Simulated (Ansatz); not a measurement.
Correlation energies of `C=C([SiH3])[NH][AlH2]` by basis set

```xyz
13

C    -1.282   -0.727    1.385
C    -0.441   -0.238    0.463
Si    1.304   -0.935    0.426
N    -0.808    0.747   -0.449
Al    0.092    1.566   -1.758
H    -0.968   -1.493    2.081
H    -2.308   -0.373    1.468
H     1.404   -1.955    1.499
H     2.311    0.135    0.659
H     1.600   -1.563   -0.890
H    -1.774    1.030   -0.316
H     1.596    1.157   -2.002
H    -0.728    2.647   -2.567
```

The species carries charge 0 and has multiplicity 1. The geometry is a stationary point of PBE0-D4/def2-TZVP. It is one conformer, not always the lowest. Frozen core, restricted reference, the Gaussian-basis code of Ansatz. CBS rows extrapolate triple and quadruple zeta; past MP2 they add the triple-zeta difference.

```csv
basis,HF (Eh),MP2 corr.
def2-TZVPP,-665.75972,-0.74459
def2-QZVPP,-665.78225,-0.79511
```

Question: Estimate the CCSD correlation energy and the (T) correction in each basis where they were run (hartree).

Answer: 
```
     basis  CCSD corr.       (T)
def2-TZVPP    -0.79847  -0.03371
 CBS(def2)    -0.88641     as TZ
```
